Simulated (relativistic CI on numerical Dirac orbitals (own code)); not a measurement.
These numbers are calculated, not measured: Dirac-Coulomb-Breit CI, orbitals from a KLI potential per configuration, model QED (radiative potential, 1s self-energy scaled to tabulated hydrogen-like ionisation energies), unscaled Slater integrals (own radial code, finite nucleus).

The strongest absorption lines from the ground level of an ion, among the configurations computed and to levels below about 163 eV (vacuum wavelength in nm, gf): 8.8587 (1.2), 9.8968 (0.5), 10.812 (2.9), 14.763 (5.7), 14.778 (0.52), 14.989 (1.6), 15.835 (1.2), 16.648 (4).

(1) Which ion is it?
A. V4+
B. Co10+
C. Co8+
D. Ga12+

## Answers

(1) C. Co8+ has 19 electrons and the ground level 3s²3p⁶3d ²D3/2; the strongest line goes to 3s²3p⁵3d² ²D°3/2. The pattern of lines fixes the number of electrons, and along that sequence the line energies rise steadily with the charge (about as its square where n changes within one kind of shell, about linearly where n is kept but much faster in heavy ions where fine structure, which grows about as Z⁴, sets the gap, and irregularly where shells cross), which fixes Z. Configurations outside the model, such as inner-shell arrays, can give stronger lines. At this charge configurations can still be misplaced by up to about 7 % of their energy.

LS names give the leading component of a level, which can be under half, so a name can repeat, a term be missing and a line seem to break the LS rules.
